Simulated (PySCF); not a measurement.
## C₆ coefficients of unlike pairs at PBE0

Calculated with PySCF 2.14 from the dipole response of each species, C₆(A,B) = (3/π) ∫ α_A(iu) α_B(iu) du, in atomic units, from isotropic polarisabilities. For ions this is the dispersion term alone; charge-induced terms of lower order in 1/R come first.

```csv
species,configuration,basis,relativity,α (bohr³),C₆ (like pair)
Tc²⁺,[Kr] 4d5 (6S),def2-TZVPPD with the def2 core potential (28 electrons) (6s4p3d2f1g),core potential,7.928,41.29
B,[He] 2s2 2p1 (2P),aug-cc-pCVTZ-DK (7s6p4d2f),spin-free X2C,22.47,109.5
S⁺,[Ne] 3s2 3p3 (4S),aug-cc-pV(T+d)Z (6s5p4d2f),none,10.90,53.65
Xe²⁺,[Kr] 4d10 5s2 5p4 (3P),"x2c-QZVPPall with one added diffuse shell each of s, p, d, f type (14s10p8d5f1g)",spin-free X2C,12.75,91.83
```

Task: Estimate C₆ for B with Tc²⁺.

Result: The integral gives 57.80. The combination rule 2 C_A C_B / (C_A α_B/α_A + C_B α_A/α_B) gives 58.09 and the geometric mean 67.24.

No spin-orbit coupling is included.

The other pairs:

```json
{"pair": "Xe²⁺, S⁺", "C₆": "69.55"}
{"pair": "S⁺, Tc²⁺", "C₆": "45.52"}
{"pair": "S⁺, B", "C₆": "72.52"}
{"pair": "Xe²⁺, B", "C₆": "90.77"}
{"pair": "Xe²⁺, Tc²⁺", "C₆": "61.05"}
```
